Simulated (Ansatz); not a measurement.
`N=C1N[SiH2]O1` at its PBE0-D4/def2-TZVP geometry, where that method's forces vanish. The species carries charge 0 and has multiplicity 1.

```xyz
9

N    -2.0970   -0.1758   -0.1953
C    -0.8617   -0.0182   -0.0762
N     0.1514   -0.9671   -0.0676
Si    1.3038    0.2939    0.1367
O    -0.1396    1.1644    0.0843
H    -2.5830    0.7144   -0.1632
H    -0.0230   -1.9493   -0.1631
H     2.0201    0.3686    1.4296
H     2.2289    0.5691   -0.9853
```

Task: What forces (eV/Å) does PBE-D4/def2-TZVPP give on these atoms in the Gaussian-basis code of Ansatz? (Estimate.)

Result: Computed: 
```
N1  -0.704 -0.370 -0.092
C2   0.142 -0.173  0.001
N3   0.160 -0.329 -0.015
Si4  0.506 -0.013  0.044
O5  -0.045  0.953  0.074
H6  -0.216  0.272  0.004
H7  -0.051 -0.375 -0.036
H8   0.091  0.005  0.160
H9   0.116  0.030 -0.139
```
